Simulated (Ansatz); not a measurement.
Reaction (cleavage of the B–Al bond): `N[BH][Al]([Cl])[Cl]` + `[SH][GeH3]` → `NB[S][GeH3]` + `[Cl][AlH][Cl]`

Calculated with Ansatz (gas phase, PBE0-D4/def2-TZVP geometries, no zero-point term in ΔE). CBS: MP2 limit from def2 TZ/QZ plus the TZ coupled-cluster correction, frozen cores. This one scheme is used for every species. Functionals use def2-TZVPP. For Ge outer-core shells are correlated without core-valence functions, which leaves a few kJ/mol of doubt a bond. Scalar relativity is left out up to krypton. One conformer a species, not always the lowest.

```csv
level,ΔE (kJ/mol),difference from CCSD(T)/CBS
PBE-D4,-73.9,7.6
B97M-V,-94.7,-13.2
r2SCANh-D4,-84.7,-3.2
PBE-QIDH,-85.1,-3.6
revPBE,-71.0,10.5
BLYP,-72.3,9.2
PBE0,-77.1,4.4
r2SCAN0,-85.4,-3.9
CCSD/def2-SVP,-82.4,-0.9
SCS-MP2/def2-QZVPP,-87.2,-5.7
CCSD(T)/CBS,-81.5,0
```

Q: What do rigid-rotor, harmonic-oscillator terms from PBE0-D4/def2-TZVP frequencies (298.15 K, 1 bar) make of the CCSD(T)/CBS value? (Best estimate.)

A: Ansatz gave: ΔZPE = -1.6 kJ/mol, ΔH = -84.4 kJ/mol, ΔS = -13 J/(mol·K), ΔG = -80.5 kJ/mol.

Largest T1 diagnostic among the species: 0.012.

Leaving LDA and LC-ωPBE aside and taking each functional with its dispersion term where it has one, the values spread over 20.8 kJ/mol, from B97M-V to PBE-D4. LDA lies −5.4 kJ/mol from PBE without D4. From BLYP to BHLYP (50 % exact exchange), in def2-TZVPP and without D4, ΔE moves by −9.6 kJ/mol.
